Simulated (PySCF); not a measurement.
Input of a run (PBE0-D3(BJ)/def2-SVP geometry optimisation, gas phase (PySCF 2.14.0)), started from GFN2-xTB:
```
{"job": {"xc": "PBE0", "basis": "def2-SVP", "d3": "d3bj", "grid": 1, "shake": 0.01, "kind": "geom"}, "charge": 0, "multiplicity": 1}
O      1.999280     0.418140     0.948020
C      1.990100    -0.078760    -0.130280
O      0.972450    -0.740510    -0.678210
Si    -0.501100    -0.901740    -0.035280
Cl    -1.496700    -1.788470    -1.539740
C     -1.245360     0.835430     0.352860
Cl    -1.108080     1.855830    -1.108620
H      2.878600    -0.062340    -0.813180
H     -0.468090    -1.704530     1.196830
H     -2.294360     0.808140     0.645250
H     -0.688610     1.332990     1.146680
```

Output (energies in Eh, forces in Eh/bohr):
```
step   0  E = -1437.83921259  max force = 0.044128
step   1  E = -1437.84585438  max force = 0.015140
step   2  E = -1437.84634758  max force = 0.009030
step   3  E = -1437.84540650  max force = 0.013314
step   4  E = -1437.84667588  max force = 0.003634
step   5  E = -1437.84675748  max force = 0.002032
step   6  E = -1437.84674538  max force = 0.002852
step   7  E = -1437.84677864  max force = 0.000866
step   8  E = -1437.84678581  max force = 0.000150
optimisation converged
```

Problem. Summarise the run.

Solution. The energy falls by 19.9 kJ/mol over 9 energy and gradient evaluations, the largest force component goes from 0.0441 to 1.5e-04 Eh/bohr, and the atoms move by 0.086 Å rms after alignment. The bond that changes most is O3–Si4 (oxygen singly bound to a carbonyl carbon to chlorine-bound silicon), which lengthens by 0.092 Å. Bonds longer at the end by more than 0.005 Å: 6 of 10; shorter: 2. Among the angles that change most is C2–O3–Si4, from 125.6° to 119.1°. The energy rose by more than 1e-6 Eh at steps 3 and 6. The first step brought 88 % of the lowering.

Problem. What are the final bond lengths?

Solution. O1=C2 1.200 Å, C2–O3 1.330 Å, O3–Si4 1.708 Å, Si4–Cl5 2.048 Å, Si4–C6 1.873 Å, C6–Cl7 1.785 Å, C2–H8 1.109 Å, Si4–H9 1.482 Å, C6–H10 1.100 Å, C6–H11 1.100 Å. Numbering counts from 1 in the input's order; the species is `O=CO[Si@H](Cl)CCl`.

The run used 130 basis functions and 64 SCF cycles in all. The run took 75 s on an Arm Neoverse V1 with one thread, shared host with 32 logical CPUs at a one-minute load of 30, and the process peaked at 0.55 GiB of memory.

No PBE0-D3(BJ)/def2-SVP frequencies stand behind this structure, so it isn't proved a minimum. One conformer, not necessarily the lowest.

Conformer computed: `[O:1]=[CH:2][O:3][Si@H:4]([Cl:5])[CH2:6][Cl:7]`: O1–C2–O3–Si4 2°, C2–O3–Si4–Cl5 175°, O3–Si4–C6–Cl7 48°.
